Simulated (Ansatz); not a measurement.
Wavefunction ladder for CH$_{8}$AlNSi (`NC[SiH2][AlH2]`)

Cartesian coordinates in Å:
```
N -1.113 0.734 -1.868
C -0.223 -0.118 -1.090
Si -0.260 0.338 0.747
Al 1.264 -1.012 2.124
H -1.056 0.520 -2.856
H -0.867 1.709 -1.758
H -0.567 -1.155 -1.171
H 0.827 -0.120 -1.427
H -1.659 0.235 1.260
H 0.117 1.783 0.867
H 1.359 -0.772 3.693
H 2.179 -2.143 1.479
```

Charge 0, multiplicity 1. Geometry: relaxed with PBE0-D4/def2-TZVP. It is one conformer, not always the lowest. Frozen core, restricted reference, Ansatz 0.2.0. CBS rows extrapolate triple and quadruple zeta; past MP2 they add the triple-zeta difference.

```tsv
basis	HF (Eh)	MP2 corr.
def2-TZVPP	-627.84965	-0.59897
def2-QZVPP	-627.87047	-0.64058
```

Problem. Estimate the CCSD correlation energy and the (T) correction in each basis where they were run (hartree).

Solution. 
```csv
basis,CCSD corr.,(T)
def2-TZVPP,-0.65630,-0.02372
CBS(def2),-0.72873,as TZ
```
